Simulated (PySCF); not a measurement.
C₆H₉N₂ (doublet state).
Atom-mapped SMILES: `[H]/[N:8]=[C:7]\[CH2:6]/[CH:5]=[N:4]\[C:2](=[CH2:1])[CH3:3]` (hydrogens: H9, H10 on C1; H11, H12, H13 on C3; H14 on C5; H15, H16 on C6; H17 on N8)

Structure used (GFN2-xTB), in Å, numbered top down from 1:
```
atom  x, y, z in Å
C1    -0.9078   -0.9905    1.0431
C2    -1.1870    0.0478    0.2491
C3    -2.5528    0.2870   -0.3287
N4    -0.3132    1.0785    0.0007
C5     0.8738    1.0125   -0.4258
C6     1.6515   -0.2192   -0.7875
C7     2.4901   -0.5548    0.3689
N8     2.8711   -0.2621    1.4796
H9    -1.6671   -1.7013    1.3155
H10    0.0627   -1.1243    1.4893
H11   -2.9263    1.2515    0.0091
H12   -3.2417   -0.4951   -0.0244
H13   -2.4997    0.3140   -1.4166
H14    1.4250    1.9468   -0.4669
H15    2.3050   -0.0483   -1.6448
H16    0.9864   -1.0607   -0.9962
H17    2.6228    0.5301    2.0741
```

The hyperfine couplings belong to this conformer and change with its torsions.

The calculation used PySCF 2.14.0, UKS B3LYP, pcH-1 on C H N, non-relativistic, mean-field spin-orbit, GIAO. Isolated species at its GFN2-xTB geometry (one conformer only). Couplings are sensitive to structure, and on GFN2-xTB geometries they can be far from those on DFT ones. The frame is twisted about the C2–N4 bond at this geometry (dihedral C1–C2–N4–C5 = 54°); couplings at other torsion angles weren't computed. Stability of the SCF solution: not tested.

Computed for the main isotopes (class means, splittings of 0.05 mT or more): g = 2.0015; H17 1H +232.5 MHz (8.30 mT); N8 14N +121.8 MHz (4.35 mT); H15/H16 1H +11.4 MHz (0.41 mT); H14 1H +4.8 MHz (0.17 mT); H9 1H -3.0 MHz (0.11 mT); H10 1H -2.6 MHz (0.09 mT); 144 first-order lines, 18.19 mT wide. Two of these splittings differ by less than 0.03 mT, so with lines wider than that fewer lines would be seen.

Problem. What changes when 1H at H9 is replaced by 2H?

Solution. Only the nuclear moment changes in this model. The ratio of g factors is 0.85744/5.58569 = 0.1535, so a goes from -3.0 to -0.5 MHz (0.016 mT). The spin goes from 1/2 to 1, so the 1:1 doublet becomes a 1:1:1 triplet. The spectrum then has 216 first-order lines over 18.11 mT, counting the new splitting although it is under 0.05 mT.

Problem. What changes when 14N at N8 is replaced by 15N?

Solution. Only the nuclear moment changes in this model. The ratio of g factors is -0.56638/0.40376 = -1.4028, so a goes from +121.8 to -170.9 MHz (6.100 mT). The spin goes from 1 to 1/2, so the 1:1:1 triplet becomes a 1:1 doublet. The spectrum then has 96 first-order lines over 15.59 mT.

Problem. Give position and intensity of the satellites from 13C at C7.

Solution. a = +367.9 MHz, or 13.13 mT in magnitude, and I = 1/2, so to first order each main line has two satellites, at ±6.57 mT. The isotope's abundance is about 1.07 %, shared among 2 lines, so each has 0.54 % of the main line's intensity. At 340 mT second-order shifts move them to lower field by up to 0.13 mT.

Problem. Give position and intensity of the satellites from 13C at C6.

Solution. a = +70.5 MHz, or 2.52 mT in magnitude, and I = 1/2, so to first order each main line has two satellites, at ±1.26 mT. The isotope's abundance is about 1.07 %, shared among 2 lines, so each has 0.54 % of the main line's intensity.

Problem. Where do the 13C satellites of C5 appear, and how strong are they?

Solution. a = +39.5 MHz, or 1.41 mT in magnitude, and I = 1/2, so to first order each main line has two satellites, at ±0.70 mT. The isotope's abundance is about 1.07 %, shared among 2 lines, so each has 0.54 % of the main line's intensity.

Nuclei that the bonding pattern makes equivalent are averaged, as if the motion that swaps them (rotation, inversion, ring flip) were fast. The 1H value of +11.4 MHz is a mean of couplings from 7.8 to 15.1 MHz in this one geometry, not an average over conformers.
